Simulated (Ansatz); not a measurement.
Isolated molecules relaxed with PBE0-D4/def2-TZVP in Ansatz; ΔE leaves out vibrations. CCSD(T)/CBS adds triple-zeta CCSD(T) − MP2 to the extrapolated MP2 energy (def2 sets, frozen cores). This one scheme is used for every species. For Ge outer-core shells are correlated without core-valence functions, which leaves a few kJ/mol of doubt a bond. Scalar relativity is left out up to krypton. One conformer a species, not always the lowest.

Consider the germylene formation by 1,1-elimination: `[SH][Ge]([Cl])([Cl])[Cl]` → Cl₂ + `[SH][Ge][Cl]`.

```csv
species,CCSD(T)/CBS(def2) energy (Eh)
`[SH][Ge]([Cl])([Cl])[Cl]`,-3853.97733
Cl₂,-919.51390
`[SH][Ge][Cl]`,-2934.32884
```

Problem. Work out ΔE.

Solution. ΔE = (-919.51390) + (-2934.32884) − (-3853.97733) = 0.13459 Eh = +3.66 eV.

Largest T1 diagnostic among the species: 0.014.

Leaving LDA and LC-ωPBE aside and taking each functional with its dispersion term where it has one, the values, not all of them listed here, spread over 0.94 eV, from BLYP-D4 to PBE-QIDH. LDA lies +0.39 eV from PBE without D4. From r2SCAN to r2SCAN0 (25 % exact exchange), in def2-TZVPP and without D4, ΔE moves by +0.15 eV. The D4 term adds +0.21 eV with B3LYP and +0.12 eV with PBE0; it sums over pairs of atoms, weighted by their polarisabilities, and B3LYP, whose exchange is more repulsive, gets the larger term.

B3LYP here is the variant with VWN-RPA as its local correlation; programs differ in this.
